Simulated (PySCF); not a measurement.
Cl₂Se, charge +1, doublet, at a GFN2-xTB geometry (a state made from the parent by changing its charge; the spin is typed, not shown lowest), atoms displaced at random by about 0.08 Å a coordinate. Base run: PySCF with PBE/6-31G, gradient.

Input for PySCF:
```python
from pyscf import gto, scf, dft

mol = gto.Mole()
mol.atom = '''
    Se    0.048463   -0.008565    0.579890
    Cl    0.901348    1.098342   -0.635822
    Cl   -1.112237   -1.320581   -0.722438
'''
mol.basis = '6-31g'
mol.charge = 1
mol.spin = 1
mol.verbose = 4
mol.build()

mf = dft.UKS(mol)
mf.xc = 'pbe'
mf.kernel()
g = mf.nuc_grad_method()
grad = g.kernel()
```

The coordinate followed is z of atom 1.

Each row names what was changed in the base input (with any setting that the change needs).

```tsv
change	dE/dx (Eh/bohr)	net force (Eh/bohr)
base	-0.187159	0.000080
finite difference step (bohr) = 1e-5; conv_tol = 1e-11	-0.187152	-
grids.level = 0; grid_response = off	-0.183827	0.006756
grid_response = on	-0.187151	0.000000
conv_tol = 1e-11	-0.187160	0.000080
grids.level = 1; grid_response = on	-0.187017	0.000000
conv_tol = 1e-6	-0.187143	0.000080
finite difference step (bohr) = 0.05; conv_tol = 1e-11	-0.187251	-
finite difference step (bohr) = 1e-4; conv_tol = 1e-11	-0.187151	-
finite difference step (bohr) = 0.01; conv_tol = 1e-11	-0.187155	-
finite difference step (bohr) = 1e-3; conv_tol = 1e-11	-0.187151	-
conv_tol = 1e-4	-0.187196	0.000080
```

The net force is zero for an exact gradient.

Open shells are given as the SCF converged; they aren't shown to be the lowest states, and a large step between rows can be another state.
